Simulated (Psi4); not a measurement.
Input for Psi4: SAPT0/jun-cc-pV(D+d)Z on CH2OS (a complex).

```
memory 8100 MB

molecule dimer {
0 1
C     0.17069780   -0.63454394    0.19886427
O    -0.00319992    0.27863882   -0.43451027
--
0 1
S    -0.20466250    0.14233017    3.69235758
H     0.94251898   -0.48369684    3.38566759
H    -0.94550326   -0.89885740    3.28115322
units angstrom
symmetry c1
no_reorient
no_com
}

set {
  basis jun-cc-pV(D+d)Z
  scf_type df
  freeze_core true
}

energy('sapt0')
```

The log:

```
[...]
==> Input File <==

--------------------------------------------------------------------------
memory 8100 MB

molecule dimer {
0 1
C     0.17069780   -0.63454394    0.19886427
O    -0.00319992    0.27863882   -0.43451027
--
0 1
S    -0.20466250    0.14233017    3.69235758
H     0.94251898   -0.48369684    3.38566759
H    -0.94550326   -0.89885740    3.28115322
units angstrom
symmetry c1
no_reorient
no_com
}

set {
  basis jun-cc-pV(D+d)Z
  scf_type df
  freeze_core true
}

energy('sapt0')
--------------------------------------------------------------------------


   => Loading Basis Set <=

    Name: JUN-CC-PV(D+D)Z
    Role: ORBITAL
    Keyword: BASIS
    atoms 1   entry C          line   188 file jun-cc-pv_dpd_z.gbs
    atoms 2   entry O          line   256 file jun-cc-pv_dpd_z.gbs
    atoms 3   entry S          line   698 file jun-cc-pv_dpd_z.gbs
    atoms 4-5 entry H          line    60 file jun-cc-pv_dpd_z.gbs

   => Loading Basis Set <=

    Name: JUN-CC-PV(D+D)Z
    Role: ORBITAL
    Keyword: BASIS
    atoms 1   entry C          line   188 file jun-cc-pv_dpd_z.gbs
    atoms 2   entry O          line   256 file jun-cc-pv_dpd_z.gbs
    atoms 3   entry S          line   698 file jun-cc-pv_dpd_z.gbs
    atoms 4-5 entry H          line    60 file jun-cc-pv_dpd_z.gbs


  //>>>>>>>>>>>>>>>>>>>>>>>>>>>>>>>>>>>//
  //              Dimer HF             //
  //<<<<<<<<<<<<<<<<<<<<<<<<<<<<<<<<<<<//

   => Libint2 <=

    Primary   basis highest AM E, G, H:  7, 6, 3
    Auxiliary basis highest AM E, G, H:  7, 7, 4
    Onebody   basis highest AM E, G, H:  -, -, -
    Solid Harmonics ordering:            Gaussian


   => Loading Basis Set <=

    Name: JUN-CC-PV(D+D)Z
    Role: ORBITAL
    Keyword: BASIS
    atoms 1   entry C          line   188 file jun-cc-pv_dpd_z.gbs
    atoms 2   entry O          line   256 file jun-cc-pv_dpd_z.gbs
    atoms 3   entry S          line   698 file jun-cc-pv_dpd_z.gbs
    atoms 4-5 entry H          line    60 file jun-cc-pv_dpd_z.gbs


         ---------------------------------------------------------
                                   SCF
               by Justin Turney, Rob Parrish, Andy Simmonett
                          and Daniel G. A. Smith
                              RHF Reference
                        4 Threads,   7724 MiB Core
         ---------------------------------------------------------

  ==> Geometry <==

    Molecular point group: c1
    Full point group: C1

    Geometry (in Angstrom), charge = 0, multiplicity = 1:

       Center              X                  Y                   Z               Mass
    ------------   -----------------  -----------------  -----------------  -----------------
         C            0.170697800000    -0.634543940000     0.198864270000    12.000000000000
         O           -0.003199920000     0.278638820000    -0.434510270000    15.994914619570
         S           -0.204662500000     0.142330170000     3.692357580000    31.972071174400
         H            0.942518980000    -0.483696840000     3.385667590000     1.007825032230
         H           -0.945503260000    -0.898857400000     3.281153220000     1.007825032230

  Running in c1 symmetry.

  Rotational constants: A =      1.70801  B =      0.03625  C =      0.03578 [cm^-1]
  Rotational constants: A =  51204.85387  B =   1086.60215  C =   1072.71818 [MHz]
  Nuclear repulsion =   70.015587152708150

  Charge       = 0
  Multiplicity = 1
  Electrons    = 32
  Nalpha       = 16
  Nbeta        = 16

  ==> Algorithm <==

  SCF Algorithm Type is DF.
  DIIS enabled.
  MOM disabled.
  Fractional occupation disabled.
  Guess Type is SAD.
  Energy threshold   = 1.00e-08
  Density threshold  = 1.00e-08
  Integral threshold = 1.00e-12

  ==> Primary Basis <==

  Basis Set: JUN-CC-PV(D+D)Z
    Blend: JUN-CC-PV(D+D)Z
    Number of shells: 33
    Number of basis functions: 73
    Number of Cartesian functions: 77
    Spherical Harmonics?: true
    Max angular momentum: 2

   => Loading Basis Set <=

    Name: (JUN-CC-PV(D+D)Z AUX)
    Role: JKFIT
    Keyword: DF_BASIS_SCF
    atoms 1   entry C          line   146 file jun-cc-pvdz-jkfit.gbs
    atoms 2   entry O          line   258 file jun-cc-pvdz-jkfit.gbs
    atoms 3   entry S          line   666 file jun-cc-pvdz-jkfit.gbs
    atoms 4-5 entry H          line    70 file jun-cc-pvdz-jkfit.gbs

  ==> Integral Setup <==

  DFHelper Memory: AOs need 0.014 GiB; user supplied 5.658 GiB.
  SCF_SUBTYPE=INCORE selected. In-core MEM_DF algorithm will be used.
  Using in-core AOs.

  ==> MemDFJK: Density-Fitted J/K Matrices <==

    J tasked:                   Yes
    K tasked:                   Yes
    wK tasked:                   No
    OpenMP threads:               4
    Algorithm:                 Core
    Schwarz Cutoff:           1E-12
    Mask sparsity (%):       1.9891
    Fitting Condition:        1E-10

   => Auxiliary Basis Set <=

  Basis Set: (JUN-CC-PV(D+D)Z AUX)
    Blend: JUN-CC-PVDZ-JKFIT
    Number of shells: 111
   
[...]
  9 ]
    NB   [     9 ]

  @DF-RHF Final Energy:  -398.70111934296949

   => Energetics <=

    Nuclear Repulsion Energy =             12.8879497539085719
    One-Electron Energy =                -576.4657101113040198
    Two-Electron Energy =                 164.8766410144258998
    Total Energy =                       -398.7011193429694913

Computation Completed


Properties will be evaluated at   0.000000,   0.000000,   0.000000 [a0]

Properties computed using the SCF density matrix


 Multipole Moments:

 ------------------------------------------------------------------------------------
     Multipole            Electronic (a.u.)      Nuclear  (a.u.)        Total (a.u.)
 ------------------------------------------------------------------------------------

 L = 1.  Multiply by 2.5417464519 to convert [e a0] to [Debye]
 Dipole X            :          6.3028192           -6.1937366            0.1090825
 Dipole Y            :         -2.1391073            1.6907918           -0.4483155
 Dipole Z            :       -124.4305863          124.2391788           -0.1914075
 Magnitude           :                                                    0.4995224

 ------------------------------------------------------------------------------------

  Constructing Basis Sets for SAPT...

   => Loading Basis Set <=

    Name: (JUN-CC-PV(D+D)Z AUX)
    Role: RIFIT
    Keyword: DF_BASIS_SAPT
    atoms 1   entry C          line   100 file jun-cc-pvdz-ri.gbs
    atoms 2   entry O          line   188 file jun-cc-pvdz-ri.gbs
    atoms 3   entry S          line   488 file jun-cc-pvdz-ri.gbs
    atoms 4-5 entry H          line    30 file jun-cc-pvdz-ri.gbs

   => Loading Basis Set <=

    Name: (JUN-CC-PV(D+D)Z AUX)
    Role: JKFIT
    Keyword: DF_BASIS_ELST
    atoms 1   entry C          line   146 file jun-cc-pvdz-jkfit.gbs
    atoms 2   entry O          line   258 file jun-cc-pvdz-jkfit.gbs
    atoms 3   entry S          line   666 file jun-cc-pvdz-jkfit.gbs
    atoms 4-5 entry H          line    70 file jun-cc-pvdz-jkfit.gbs


  //>>>>>>>>>>>>>>>>>>>>>>>>>>>>>>>>>>>//
  //               SAPT0               //
  //<<<<<<<<<<<<<<<<<<<<<<<<<<<<<<<<<<<//



        SAPT0
    Ed Hohenstein
     6 June 2009

      Orbital Information
  --------------------------
    NSO        =        73
    NMO        =        73
    NRI        =       243
    NRI (Elst) =       325
    NOCC A     =         7
    NOCC B     =         9
    FOCC A     =         2
    FOCC B     =         5
    NVIR A     =        66
    NVIR B     =        64

    Elst10,r            =    -0.001626109232 [Eh]
    Exch10              =     0.003013610903 [Eh]
    Exch10 (S^2)        =     0.003003746690 [Eh]

    Maxiter = 50
    CPHF R converge = 1.000000E-08

    Iter     Energy [mEh]          dE [mEh]         Residual      Time [s]
       1      -0.25187641       0.251876406     2.438958e-03             0
       2      -0.28932930       0.037452896     1.271741e-03             0
       3      -0.30246351       0.013134211     1.851339e-04             0
       4      -0.30133660      -0.001126909     5.701960e-05             0
       5      -0.30125583      -0.000080773     2.519242e-05             0
       6      -0.30137809       0.000122255     5.622168e-06             0
       7      -0.30134977      -0.000028311     1.041539e-06             0
       8      -0.30135087       0.000001096     4.325644e-07             0
       9      -0.30135165       0.000000784     1.050862e-07             0
      10      -0.30135132      -0.000000337     1.505668e-08             0
      11      -0.30135135       0.000000033     2.620687e-09             0

    CHF Iterations converged

    Maxiter = 50
    CPHF R converge = 1.000000E-08

    Iter     Energy [mEh]          dE [mEh]         Residual      Time [s]
       1      -0.70957273       0.709572733     3.444257e-03             0
       2      -0.88855508       0.178982350     7.415677e-04             0
       3      -0.88620927      -0.002345810     2.467253e-04             0
       4      -0.88441708      -0.001792191     3.986245e-05             0
       5      -0.88480336       0.000386281     8.712694e-06             0
       6      -0.88478669      -0.000016671     2.836101e-06             0
       7      -0.88477533      -0.000011361     6.509713e-07             0
       8      -0.88477874       0.000003410     8.995554e-08             0
       9      -0.88477841      -0.000000327     1.613642e-08             0
      10      -0.88477844       0.000000030     3.906591e-09             0

    CHF Iterations converged

    Ind20,r (A<-B)      =    -0.000301351350 [Eh]
    Ind20,r (B<-A)      =    -0.000884778443 [Eh]
    Ind20,r             =    -0.001186129793 [Eh]
    Exch-Ind20,r (A<-B) =     0.000252318674 [Eh]
    Exch-Ind20,r (B<-A) =     0.000827288084 [Eh]
    Exch-Ind20,r        =     0.001079606758 [Eh]
    Disp20              =    -0.001443944532 [Eh]
    Disp20 (SS)         =    -0.000721972266 [Eh]
    Disp20 (OS)         =    -0.000721972266 [Eh]
    Exch-Disp20         =     0.000186096289 [Eh]
    Exch-Disp20 (SS)    =     0.000100794930 [Eh]
    Exch-Disp20 (OS)    =     0.000085301359 [Eh]

    SAPT Results
  --------------------------------------------------------------------------------------------------------
    Electrostatics                 -1.62610923 [mEh]      -1.02039895 [kcal/mol]      -4.26934920 [kJ/mol]
      Elst10,r                     -1.62610923 [mEh]      -1.02039895 [kcal/mol]      -4.26934920 [kJ/mol]

    Exchange                        3.01361090 [mEh]       1.89106939 [kcal/mol]       7.91223434 [kJ/mol]
      Exch10                        3.01361090 [mEh]       1.89106939 [kcal/mol]       7.91223434 [kJ/mol]
      Exch10(S^2)                   3.00374669 [mEh]       1.88487950 [kcal/mol]       7.88633585 [kJ/mol]

    Induction                      -0.40029769 [mEh]      -0.25119059 [kcal/mol]      -1.05098144 [kJ/mol]
      Ind20,r                      -1.18612979 [mEh]      -0.74430768 [kcal/mol]      -3.11418334 [kJ/mol]
      Exch-Ind20,r                  1.07960676 [mEh]       0.67746347 [kcal/mol]       2.83450715 [kJ/mol]
      delta HF,r (2)               -0.29377465 [mEh]      -0.18434638 [kcal/mol]      -0.77130525 [kJ/mol]

    Dispersion                     -1.25784824 [mEh]      -0.78931169 [kcal/mol]      -3.30248011 [kJ/mol]
      Disp20                       -1.44394453 [mEh]      -0.90608887 [kcal/mol]      -3.79107585 [kJ/mol]
      Exch-Disp20                   0.18609629 [mEh]       0.11677718 [kcal/mol]       0.48859574 [kJ/mol]
      Disp20 (SS)                  -0.72197227 [mEh]      -0.45304444 [kcal/mol]      -1.89553792 [kJ/mol]
      Disp20 (OS)                  -0.72197227 [mEh]      -0.45304444 [kcal/mol]      -1.89553792 [kJ/mol]
      Exch-Disp20 (SS)              0.10079493 [mEh]       0.06324977 [kcal/mol]       0.26463705 [kJ/mol]
      Exch-Disp20 (OS)              0.08530136 [mEh]       0.05352741 [kcal/mol]       0.22395869 [kJ/mol]

  Total HF                          0.98720398 [mEh]       0.61947985 [kcal/mol]       2.59190370 [kJ/mol]
  Total SAPT0                      -0.27064426 [mEh]      -0.16983184 [kcal/mol]      -0.71057641 [kJ/mol]

  Special recipe for scaled SAPT0 (see Manual):
    Electrostatics sSAPT0          -1.62610923 [mEh]      -1.02039895 [kcal/mol]      -4.26934920 [kJ/mol]
    Exchange sSAPT0                 3.01361090 [mEh]       1.89106939 [kcal/mol]       7.91223434 [kJ/mol]
    Induction sSAPT0               -0.38962653 [mEh]      -0.24449434 [kcal/mol]      -1.02296432 [kJ/mol]
    Dispersion sSAPT0              -1.25600881 [mEh]      -0.78815743 [kcal/mol]      -3.29765068 [kJ/mol]
  Total sSAPT0                     -0.25813367 [mEh]      -0.16198133 [kcal/mol]      -0.67772987 [kJ/mol]
  --------------------------------------------------------------------------------------------------------



*** Psi4 exiting successfully. Buy a developer a beer!
```

The run finished.

Cost: around 8 core-seconds (rough).
